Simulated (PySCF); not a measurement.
# Electron correlation in Nb⁺ (niobium, charge +1)

[Kr] 4d3 5p1, one real determinant (an excited configuration). All numbers are calculated (PySCF 2.14, a scalar-relativistic core potential, in def2-TZVPPD with the def2 core potential (28 electrons)). Frozen: 4s2 4p6; 4 electrons correlated.

MP2 pair energies summed by pair of shells (mhartree):

| pair | energy | share (%) |
| --- | --- | --- |
| 4d-4d | -14.43 | 61.5 |
| 4d-5p | -9.04 | 38.5 |

Total MP2 correlation energy: -23.47 mhartree.

Same-spin part -23.47 and opposite-spin part 0.00 mhartree; SCS-MP2 scales them by 1/3 and 6/5 to -7.82 mhartree.

The reference is one real determinant that mixes LS terms of this configuration.
